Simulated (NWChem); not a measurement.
**Correlation energy of H₆HfOSi**

SMILES: [O]([SiH3])[HfH3]
```xyz
9

Hf     0.3306     0.6361     0.2666
H      1.9699     0.1578     1.0148
H      0.5649     1.8029    -1.1684
H     -0.8016     1.3739     1.5509
O     -0.4986    -0.9590    -0.4018
Si    -1.2304    -2.3671    -0.9921
H     -0.3513    -3.5432    -0.6769
H     -1.4044    -2.2407    -2.4784
H     -2.5685    -2.5356    -0.3316
```
Charge 0, spin multiplicity 1.

All runs are NWChem calculations. The geometry was optimised at PBE/def2-SVP with def2 effective core potentials on Hf, with no frequency check, so it may be a saddle point.

Basis set: def2-SVP. Each correlation energy counts from its own Hartree-Fock reference.

Effective core potentials replace the inner electrons of Hf; spin-orbit coupling is left out. The correlated methods keep 6 core orbitals frozen. The structure started from a generated list of species. Coupled-cluster values serve here as a point of comparison, not as the truth.

Task: One of these methods gave a correlation energy of -509.4 mHa. Which?
(A) CCSD+T(CCSD)
(B) CCSD
(C) CCSD(T)
(D) MP2

Result: D, MP2. The others give -551.6 (CCSD), -567.7 (CCSD+T(CCSD)), -566.1 (CCSD(T)).
